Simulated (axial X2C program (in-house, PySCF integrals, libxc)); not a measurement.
## Potential curves of NaSn, with spin–orbit coupling

All values were computed with an in-house all-electron X2C program for linear molecules (integrals from PySCF). Two-component (2c) means X2C with spin–orbit coupling and atomic mean-field two-electron Coulomb and Gaunt terms. Basis: Sn dyall-cv3z [11s12p9d4f1g], Na dyall-cv3z [9s8p5d2f] (cores contracted in-house); Gaussian nuclei, density fitting, unrestricted open shells. Masses: Sn 119.902 u, Na 22.990 u.

State: Ω = 3/2 (⟨Sz⟩ = 1.48, ⟨Lz⟩ = 0.02 at HF). Energies in eV from the lowest point of each curve. Fits are polynomials in 1 − R0/R over 0.85 to 1.23 times the lowest point R0.

```json
{"R (Å)": "2.6599", "CCSD": "0.1430", "CCSD(T)": "0.1440"}
{"R (Å)": "2.7476", "CCSD": "0.0642", "CCSD(T)": "0.0648"}
{"R (Å)": "2.8353", "CCSD": "0.0188", "CCSD(T)": "0.0191"}
{"R (Å)": "2.9230", "CCSD": "0.0000", "CCSD(T)": "0.0000"}
{"R (Å)": "3.0253", "CCSD": "0.0041", "CCSD(T)": "0.0039"}
{"R (Å)": "3.1276", "CCSD": "0.0295", "CCSD(T)": "0.0292"}
{"R (Å)": "3.2591", "CCSD": "0.0846", "CCSD(T)": "0.0844"}
```

Correlated methods: 5 electrons correlated (number of frozen shells: Sn 4 s, 3 p, 2 d; Na 2 s, 1 p), 281 virtual spin orbitals or spinors in MP2, 61 natural virtuals in coupled cluster.

Occupations by symmetry block were frozen at the best pattern of an incomplete PBE0 search. Coupled cluster ran in a truncated set of natural virtual spinors; the MP2 energy of the rest was added. (T) has no such correction and the atoms are truncated less, which lowers De at CCSD(T) by a hundredth of an eV or more. Other states lie close and PBE0, whose exact exchange favours high spin, may order them wrongly; the determinant shown need not be the ground state. The nearest other 2c determinant of the search, Ω = 1/2, lies 0.21 eV up at the distance of the search. With several unpaired electrons one determinant need not be a pure state. This is the top spin component of a Σ state; components of lower Ω are not single determinants and can lie lower. With the outer-core shells frozen, correlated bond lengths of heavy atoms tend to come out a few hundredths of an ångström too long. Coupled cluster ran on the points near the minimum only. MP2 and coupled cluster on one determinant become unreliable at the stretched end.

(1) What are Re and ωe at the CCSD level?

(2) Fit the CCSD(T) curve near its minimum: give the equilibrium distance and the harmonic wavenumber.

Results:

(1) At CCSD, 2c: Re = 2.956 Å, ωe ≈ 186 cm⁻¹; Be follows as 0.1 cm⁻¹.

(2) At CCSD(T), 2c: Re = 2.957 Å, ωe ≈ 186 cm⁻¹; Be follows as 0.0999 cm⁻¹.
